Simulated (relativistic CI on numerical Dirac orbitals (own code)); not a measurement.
**Au⁶¹⁺: sensitivity of the levels to the model**

Base calculation: Dirac-Coulomb-Breit CI, KLI orbitals optimised for each configuration, QED by a radiative potential, unscaled Slater integrals.

Configurations in the expansion (outside the closed core [Ne]): 3s2 3p6, 3s2 3p5 3d, 3s 3p6 3d, 3s2 3p5 4s, 3s2 3p5 4p, 3s2 3p5 4d, 3s 3p6 4s, 3s2 3p5 4f, 3p6 3d2, 3p5 3d3, 3p5 3d2 4s, 3p5 3d2 4p, 3p5 3d2 4d, 3p6 3d 4s, 3p5 3d 4s2, 3p5 3d 4s 4p, 3p5 3d 4s 4d. Double excitations out of closed p, d and f shells are left out; levels of such configurations are missing from the list, as are those of other unlisted configurations, and high levels can miss mixing partners. These lack a partner that the ground configuration has and come out too high: 3s2 3p5 4f.

The lowest level and the first level of each name with at least 55 % of one term (blank where a level has no safe partner in the second run):

| Level | Base (eV) | Shift (eV) |
| --- | --- | --- |
| 3s2 3p6 1S_0 | 0.00 | 0.00 |
| 3s2 3p5 3d 3P°_0 | 258.33 | +0.55 |
| 3s2 3p5 3d 3P°_1 | 271.19 | +0.55 |
| 3s2 3p5 3d 3F°_3 | 275.02 | +0.55 |
| 3s2 3p5 3d 3F°_4 | 373.36 | +0.55 |
| 3s2 3p5 3d 3D°_3 | 391.79 | +0.55 |
| 3s2 3p5 3d 3F°_2 | 744.27 | +0.55 |
| 3s 3p6 3d 3D_1 | 988.65 | +0.77 |
| 3s 3p6 3d 3D_2 | 996.26 | +0.77 |
| 3s 3p6 3d 3D_3 | 1094.78 | +0.77 |
| 3s 3p6 3d 1D_2 | 1110.25 | +0.77 |
| 3p6 3d2 3F_2 | 1995.88 | +1.41 |
| 3p6 3d2 3P_0 | 2023.12 | +1.41 |
| 3p6 3d2 3F_3 | 2097.67 | +1.41 |

At this charge energies of transitions that change n are usually good to better than 1 %, and those within a shell (Δn = 0) to a few per cent.

(1) One thing was changed in a second run, which moved the levels as shown. Which?
A. non-relativistic limit
B. P86 correlation estimate
C. Breit term removed
D. QED terms removed
E. configuration mixing switched off

Results:

(1) B. P86 correlation estimate. A correlation estimate moves all levels of a configuration together before mixing; mixed levels move by a weighted share.

LS names give the leading component of a level, which can be under half, so a name can repeat, a term be missing and a line seem to break the LS rules.
